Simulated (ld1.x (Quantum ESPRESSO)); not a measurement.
What one change does to a pseudopotential (Sb (Z = 51), TM)

Sb, norm-conserving Troullier–Martins (Kleinman–Bylander form), made with ld1.x (Quantum ESPRESSO) 7.5 (LDA (PZ), scalar-relativistic). Core [Kr] 4d10, reference 5s2 5p2 (charge +1). Waves: 5s (bound): rc 2.00 bohr; 5p (bound): rc 1.65 bohr. Local part: the p channel. Core correction: Bessel-smoothed model core inside 1.70 bohr.

Change: wave 5p (bound): rc 1.65 bohr becomes 5p (bound): rc 2.16 bohr.

Cutoffs: the cutoffs (Ry, on a coarse ladder) from which the occupation-weighted sum of valence levels, in a spherical-Bessel basis at the reference potential, stays within 10 and 1 mRy of its value at 400 Ry; they do not see the model core or the augmentation charge, which bear on the density cutoff. Errors are all-electron minus pseudo energies relative to the spin-unpolarised reference configuration.

Q: How do hardness, ghosts and transferability respond?

A: The potential gets softer (45 Ry and 100 Ry → 25 Ry and 35 Ry); the bound ghost in s disappears; of the 9 tests that both files solve, the error grows in 3 and shrinks in 5 by more than 15 % and 0.3 meV (median size 4.7 → 4.1 meV). A larger radius leaves more room for a smooth pseudo-wave, so fewer plane waves are needed.

```tsv
quantity	base	changed
cutoff, loose	45 Ry	25 Ry
cutoff, tight	100 Ry	35 Ry
loose cutoff by channel (10 mRy a level)	s 18 Ry, p 40 Ry	s 15 Ry, p 10 Ry
bound ghosts	s	none
error for 5s2 5p3, meV [ΔE -8.52 eV]	+1.3	-0.2
error for 5s2 5p1, meV [ΔE 16.25 eV]	-16	-14
error for 5s2 5p0, meV [ΔE 41.04 eV]	-109	-77
error for 5s2 5p3.3, meV [ΔE -9.73 eV]	+2.1	-0.5
error for 5s1 5p0, meV [ΔE 85.85 eV]	-428	-350
error for 5s1 5p4, meV [ΔE -0.31 eV]	0.0	-4.1
error for 5s1 5p3, meV [ΔE 8.82 eV]	-6.2	-12
error for 5s2 5p2 (spin-polarised), meV [ΔE -0.59 eV]	-4.7	+0.4
error for 5s2 5p3 (spin-polarised), meV [ΔE -9.61 eV]	-1.3	+2.1
```

 A true bound ghost makes a file unfit for plane-wave use even where its test errors are small: the radial tests pick states by their node count and pass the ghost by.
